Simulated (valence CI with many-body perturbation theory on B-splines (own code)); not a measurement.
## Assign the levels of Mg6+

Calculated by configuration interaction combined with many-body perturbation theory (CI+MBPT): four valence electrons over a frozen Dirac-Fock core [He], a basis of 11 s, 11 p, 9 d, 7 f, 5 g, 2 h, 1 i functions for each j, with the one-electron correlation potential Σ1, the two-electron term Σ2, the three-electron term Σ3, Breit, model QED; selected CI, second order for the rest, scaled by the run's own slope (own B-spline code, finite nucleus).

Against 44 measured levels this calculation errs by 138 cm⁻¹ on average and by 327 at most. These come from a selection out of NIST levels in Kelleher and Podobedova, J. Phys. Chem. Ref. Data 37, 267 (2008). Levels without a partner in it may be off by more. Among the levels kept, up to 260 cm⁻¹ of a level comes from second order outside the variational space, and about a tenth of that is noise between levels of different J, which matters for small intervals.

```
No.  J  Parity  E (eV)      g
  2  1    even   0.138  1.501
  3  2    even   0.363  1.500
  4  2    even   5.091  1.000
  6  2     odd  14.619  2.001
  7  3     odd  28.873  1.333
  8  2     odd  28.887  1.167
  9  1     odd  28.895  0.500
 10  1     odd  34.097  1.500
 11  2     odd  34.099  1.500
 13  2     odd  43.971  1.000
 14  1     odd  44.928  1.999
 15  1     odd  49.281  1.002
 16  2    even  67.254  1.500
 17  1    even  67.511  1.501
```

Energies count from the lowest level. Strongly mixed levels and levels close to another of their J and parity, and those with J = 0 are left out, so the numbers can have gaps.

(1) Give configuration and LS term of each level.

Answers

(1) 2: 2s2.2p2 3P; 3: 2s2.2p2 3P; 4: 2s2.2p2 1D; 6: 2s.2p3 5S°; 7: 2s.2p3 3D°; 8: 2s.2p3 3D°; 9: 2s.2p3 3D°; 10: 2s.2p3 3P°; 11: 2s.2p3 3P°; 13: 2s.2p3 1D°; 14: 2s.2p3 3S°; 15: 2s.2p3 1P°; 16: 2p4 3P; 17: 2p4 3P.
